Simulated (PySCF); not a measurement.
## SMILES C[C@]1(C#N)CS[C@@H]1F, C5H6FNS

Molfile (atoms numbered from 1):
```
C5H6FNS
     RDKit          3D

 14 14  0  0  0  0  0  0  0  0999 V2000
    1.2521    0.4555    0.6257 C   0  0  0  0  0  0  0  0  0  0  0  0
    0.0908   -0.0394   -0.2333 C   0  0  2  0  0  0  0  0  0  0  0  0
    0.5657   -0.4185   -1.5446 C   0  0  0  0  0  0  0  0  0  0  0  0
    0.9222   -0.7249   -2.5860 N   0  0  0  0  0  0  0  0  0  0  0  0
   -1.0845    0.9572   -0.2796 C   0  0  0  0  0  0  0  0  0  0  0  0
   -2.1177   -0.0638    0.8379 S   0  0  0  0  0  0  0  0  0  0  0  0
   -0.7095   -1.1727    0.4511 C   0  0  2  0  0  0  0  0  0  0  0  0
   -0.1008   -1.7171    1.5313 F   0  0  0  0  0  0  0  0  0  0  0  0
    0.8889    0.7170    1.6173 H   0  0  0  0  0  0  0  0  0  0  0  0
    1.7056    1.3310    0.1658 H   0  0  0  0  0  0  0  0  0  0  0  0
    2.0065   -0.3221    0.7264 H   0  0  0  0  0  0  0  0  0  0  0  0
   -1.5481    1.0541   -1.2601 H   0  0  0  0  0  0  0  0  0  0  0  0
   -0.8628    1.9393    0.1312 H   0  0  0  0  0  0  0  0  0  0  0  0
   -1.0090   -1.9960   -0.2055 H   0  0  0  0  0  0  0  0  0  0  0  0
  1  2  1  0
  2  3  1  6
  3  4  3  0
  2  5  1  0
  5  6  1  0
  6  7  1  0
  7  8  1  0
  7  2  1  0
  1  9  1  0
  1 10  1  0
  1 11  1  0
  5 12  1  0
  5 13  1  0
  7 14  1  6
M  END
```

The calculation used PySCF, TDDFT BHandHLYP/def2-SVPD circular dichroism and optical rotation, one conformer, gas phase. Geometry: GFN2-xTB.

States above about 8.6 eV (minus the energy of the highest occupied orbital) lie near or above the ionisation threshold and depend on the basis.

(1) Draw the ECD and absorption spectra from the lowest 16 states, each a Gaussian of half-width 0.35 eV at 1/e height.

## Answers

(1) 
```csv
E (eV),λ (nm),Δε (L mol⁻¹ cm⁻¹),ε (L mol⁻¹ cm⁻¹)
4.39,282,+0.04,0.782
4.54,273,+0.10,2.21
4.69,264,+0.19,4.34
4.84,256,+0.26,5.89
4.99,248,+0.25,5.54
5.14,241,+0.16,3.61
5.29,234,+0.07,1.63
5.44,228,+0.02,0.509
5.59,222,0.00,0.113
5.74,216,0.00,0.0723
5.89,210,-0.01,0.687
6.04,205,-0.07,5.87
6.19,200,-0.40,35.4
6.34,195,-1.62,151
6.49,191,-4.69,468
6.64,187,-9.84,1080
6.79,183,-15.58,1900
6.94,179,-19.53,2660
7.09,175,-19.43,3040
7.24,171,-13.36,3090
7.39,168,-1.94,3230
7.54,164,+9.81,3690
7.69,161,+15.86,4010
7.84,158,+14.47,3670
7.99,155,+8.59,2870
8.14,152,+1.99,2260
8.29,150,-2.55,2370
8.44,147,-2.72,3220
8.59,144,+0.95,4480
8.74,142,+4.25,5460
```
Δε uses R in velocity form, ε uses f in length form. Only the states computed contribute, so the short-wavelength end is incomplete.
